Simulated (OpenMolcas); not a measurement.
# What dynamic correlation does to the levels of Cu3+

| Item | Value |
| --- | --- |
| Program | OpenMolcas 26.06 |
| Basis | ANO-RCC-VDZP [5s4p2d1f] |
| Scalar Hamiltonian | DKH2, point nucleus |
| Active space | 8 electrons in 5 orbitals (3d) |
| State averaging | 2S+1 = 3 even, 10 roots; 2S+1 = 1 even, 15 roots |
| Spin-orbit coupling | state interaction with AMFI integrals over the reference wave functions, term energies averaged over their components |

Methods on the same reference wave functions:
A. CASSCF
B. SS-CASPT2, IPEA 0.25 Eh, imaginary shift 0.1 Eh (closed shells correlated: 3s 3p)

Energies in cm-1 above 3d8 3F4, the measured ground level; measured values from Sugar and Musgrove, J. Phys. Chem. Ref. Data 19, 527 (1990).

```
  Level      A      B  Measured
3d8 3F4    0.0    0.0       0.0
3d8 3F3   1928   1930      1861
3d8 3F2   3220   3190      3078
3d8 1D2  19285  16080     16248
3d8 3P2  23509  20930     19697
3d8 3P1  23955  21460     20097
3d8 3P0  24315  21800     20423
3d8 1G4  29937  28060     26913
3d8 1S0  71744  62360     61456
```

Deviations, from unrounded energies. A percentage is the sum of absolute deviations over the sum of measured energies, with the sign that they share, or ± where signs differ.

| Against measurement | Levels | A | B |
| --- | --- | --- | --- |
| mean absolute deviation (cm-1) | 8 | 3500 | 800 |
| fine structure of the ground term (%) | 2 | +4.2 | +3.6 |
| other terms of the ground configuration (%) | 6 | +16.9 | ±3.8 |

B lies closest to measurement on these levels. The largest miss of B in the table is 3d8 3P0, by +1400 cm-1. The ranking rests on the paired levels alone, and a cruder setting can come out closer through cancelling errors.

From A to B the spin-free energies of the other terms of 3d8 shown, above 3F, scale by factors of 0.82 to 0.93, as is usual when dynamic correlation screens the repulsion within a d or f shell.

The lowest spin-free term lies below A's lowest term by 0.416 hartree in B.

Term energies are means over components that CASPT2 splits; among the terms shown or strongly mixed into the levels shown the widest spread is 950 cm-1 (3d8 3F, B). The basis is small and was not contracted for so high a charge. Without dynamic correlation excited terms often stand tens of per cent too high (terms of higher spin than the ground term too low), and those without a measured partner can miss by more than the paired ones (holds for A). Some levels mix across a computed gap that differs much from the measured one, so their mixing is not that of the real levels (holds for B). Computed and measured levels are paired by configuration, term and J; levels that our copy of the source lacks, or whose pairing is in doubt (as where it misses far off the trend of its configuration), stay unpaired and out of the deviations. Levels of configurations outside the active space are missing.
